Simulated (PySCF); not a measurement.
## Electron correlation in Mn (manganese, neutral)

[Ar] 3d5 4s1 4p1, high-spin 8P determinant (an excited configuration). All numbers are calculated (PySCF 2.14, scalar relativity by spin-free X2C-1e, in x2c-TZVPPall (6s5p4d2f1g, 64 functions)). Frozen: [Ar]; 7 electrons correlated.

```csv
level,correlation energy (mhartree)
CCSD,-97.62
(T),-1.57
CCSD(T),-99.19
```

Diagnostics: T1 = 0.011, D1 = 0.0275, largest double amplitude 0.046.

Cost of the coupled-cluster step: roughly 2.7 core-seconds, for 7 correlated electrons.

The basis was made for the ground configuration and has no added diffuse functions, which can raise the energy of the promoted electron.
